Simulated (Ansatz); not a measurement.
`[NH2][Sn]([Cl])([Cl])[Cl]` + NH₃ → `[NH2][Sn]([NH2])([Cl])[Cl]` + HCl at 400 K and 1 bar (ligand exchange at the Sn–Cl bond).

Program: Ansatz. Geometries: PBE0-D4/def2-TZVP. ΔE: electronic, gas phase. CBS: MP2 limit from def2 TZ/QZ plus the TZ coupled-cluster correction, frozen cores. This one scheme is used for every species. Elements past krypton have def2 core potentials. For Sn outer-core shells are correlated without core-valence functions, which leaves a few kJ/mol of doubt a bond. One conformer a species, not always the lowest.

```tsv
species	CCSD(T)/CBS energy (Eh)	H − E (kJ/mol)	S (J/(mol·K))
`[NH2][Sn]([Cl])([Cl])[Cl]`	-1649.42005	112.3	433.8
NH₃	-56.50880	104.2	203.1
`[NH2][Sn]([NH2])([Cl])[Cl]`	-1245.51931	179.3	428.5
HCl	-460.38127	29.6	195.4
```

H − E and S are ideal-gas, rigid-rotor, harmonic terms from PBE0-D4/def2-TZVP, for one conformer and one mirror image of each species. 1 Eh = 2625.50 kJ/mol, R = 8.31446 J/(mol·K).

Problem. By hand: ΔE, ΔH, ΔS and ΔG.

Solution. ΔE = (-1245.51931) + (-460.38127) − (-1649.42005) − (-56.50880) = 0.02827 Eh = 74.2 kJ/mol. Δ(H − E) = 179.3 + 29.6 − 112.3 − 104.2 = -7.6, so ΔH = 66.6 kJ/mol. ΔS = 428.5 + 195.4 − 433.8 − 203.1 = -13.0 J/(mol·K). ΔG = 66.6 − 400 × (-13.0)/1000 = 71.8 kJ/mol.

Problem. By hand: the equilibrium constant, and the temperature at which ΔG would vanish if ΔH and ΔS stayed fixed.

Solution. log₁₀ K = −ΔG/(RT ln 10) = -9.4. ΔH and −TΔS have one sign here, so there is no such temperature.

The number of gas molecules stays the same, so ΔS is small and ΔH decides. A doubt of 5 kJ/mol in ΔE shifts log₁₀ K by 0.7 here. Other conformers and mirror images would add mixing entropy, several J/(mol·K) or more a flexible species. Modes under 60 cm⁻¹, often nearly free rotors, make the harmonic entropy too high. These are equilibria of isolated gas molecules and say nothing of rates. Largest T1 diagnostic: 0.012 (customary marks: 0.02 for closed shells, 0.045 for open ones).
